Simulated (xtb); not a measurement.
AlN, triplet, geometry from GFN2-xTB (such geometries of metal compounds can be far from the true shape); xtb with GFN1-xTB.

The xtb input:
```
$ xtb mol.xyz --gfn 1 --chrg 0 --uhf 2 --json

# file mol.xyz
2

Al    -0.00000000    -0.00000000    -0.59733836
N      0.00000000     0.00000000     1.10934267
```

**Question.** What does xtb print? Leave out banner, timings and long lists.

**Answer.** 
```
   ID    Z sym.   atoms
    1   13 Al     1
    2    7 N      2

           -------------------------------------------------
          |                Calculation Setup                |
           -------------------------------------------------

           -------------------------------------------------
          |                 G F N 1 - x T B                 |
           -------------------------------------------------

          ...................................................
          :                      SETUP                      :
          :.................................................:
          :  # basis functions                  14          :
          :  # atomic orbitals                  13          :
          :  # shells                            5          :
          :  # electrons                         8          :
          :  # halogen bonds                     0          :
          :  max. iterations                   250          :
          :  Hamiltonian                  GFN1-xTB          :
          :  restarted?                      false          :
          :  GBSA solvation                  false          :
          :  PC potential                    false          :
          :  electronic temp.          300.0000000     K    :
          :  accuracy                    1.0000000          :
          :  -> integral cutoff          0.2500000E+02      :
          :  -> integral neglect         0.1000000E-07      :
          :  -> SCF convergence          0.1000000E-05 Eh   :
          :  -> wf. convergence          0.2000000E-04 e    :
          :  Broyden damping             0.4000000          :
          :  net charge                          0          :
          :  unpaired electrons                  2          :
          ...................................................

 iter      E             dE          RMSdq      gap      omega  full diag
   1     -4.3261310 -0.432613E+01  0.471E+00    5.55       0.0  T
   2     -4.3420549 -0.159239E-01  0.360E+00    6.67       1.0  T
   3     -4.3432160 -0.116113E-02  0.190E+00    6.41       1.0  T
   4     -4.3432679 -0.519065E-04  0.182E-02    6.45       3.9  T
   5     -4.3432684 -0.495071E-06  0.189E-03    6.45      37.4  T
   6     -4.3432684 -0.809379E-10  0.577E-04    6.45     122.5  T
   7     -4.3432684 -0.704850E-10  0.322E-07    6.45  100000.0  T
   8     -4.3432684  0.266454E-14  0.281E-07    6.45  100000.0  T

[...]
         :: total energy              -4.325539112953 Eh    ::
[...]
           -------------------------------------------------

    * Orbital Energies and Occupations

         #    Occupation            Energy/Eh            Energy/eV
      -------------------------------------------------------------
         1        2.0000           -0.6771568             -18.4264
         2        2.0000           -0.4894993             -13.3200
         3        1.5000           -0.3965485             -10.7906
         4        1.5000           -0.3965485             -10.7906
         5        1.0000           -0.3616475              -9.8409 (HOMO)
         6                         -0.1245164              -3.3883 (LUMO)
         7                         -0.1245164              -3.3883
         8                         -0.0832102              -2.2643
         9                         -0.0832102              -2.2643
        10                         -0.0595443              -1.6203
        11                         -0.0134854              -0.3670
        12                         -0.0134854              -0.3670
        13                          0.6855369              18.6544
      -------------------------------------------------------------
                  HL-Gap            0.2371311 Eh            6.4527 eV
             Fermi-level           -0.3198152 Eh           -8.7026 eV

  Mulliken/CM5 charges         n(s)   n(p)   n(d)
     1Al    0.36168  0.42485   1.781  0.630  0.227
     2N    -0.36168 -0.42485   1.694  3.668  0.000

Wiberg/Mayer (AO) data.
largest (>0.10) Wiberg bond orders for each atom

 ---------------------------------------------------------------------------
     #   Z sym  total        # sym  WBO       # sym  WBO       # sym  WBO
 ---------------------------------------------------------------------------
     1  13 Al   1.526 --     2 N    1.526
     2   7 N    1.526 --     1 Al   1.526
 ---------------------------------------------------------------------------

Topologies differ in total number of bonds
Writing topology from bond orders to xtbtopo.mol

 dipole moment from electron density (au)
     X       Y       Z
  -0.0000  -0.0000  -1.7855  total (Debye):    4.538

           -------------------------------------------------
          | TOTAL ENERGY               -4.325539112953 Eh   |
          | GRADIENT NORM               0.049522449804 Eh/α |
          | HOMO-LUMO GAP               6.452667005000 eV   |
           -------------------------------------------------

normal termination of xtb
```
